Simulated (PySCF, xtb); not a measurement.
CH9ClOSi3, SMILES [SiH3][Si@@H](OC)[SiH2]Cl. Other conformers were not sampled.

Harmonic wavenumbers (cm⁻¹) from GFN2-xTB in xtb at its own minimum, in rising order: 27, 40, 57, 69, 98, 112, 131, 197, 277, 349, 373, 424, 448, 466, 508, 574, 580, 675, 695, 755, 789, 802, 822, 833, 1136, 1136, 1155, 1420, 1488, 1490, 2151, 2171, 2192, 2205, 2214, 2258, 2934, 2947, 2994.

**Question.** What does PySCF 2.14.0 with B3LYP-D3(BJ)/def2-SVP give at its own minimum? (Estimate from the structure and the level; the computed values follow.)

**Answer.** 28, 63, 68, 100, 118, 123, 142, 198, 276, 371, 416, 458, 505, 533, 544, 673, 720, 742, 795, 834, 885, 940, 945, 949, 1145, 1177, 1206, 1471, 1477, 1482, 2204, 2210, 2214, 2221, 2228, 2234, 2980, 3044, 3108. Paired by order, the mean absolute difference is 49 cm⁻¹ and the zero-point energies are 57.2 and 59.8 kcal/mol.
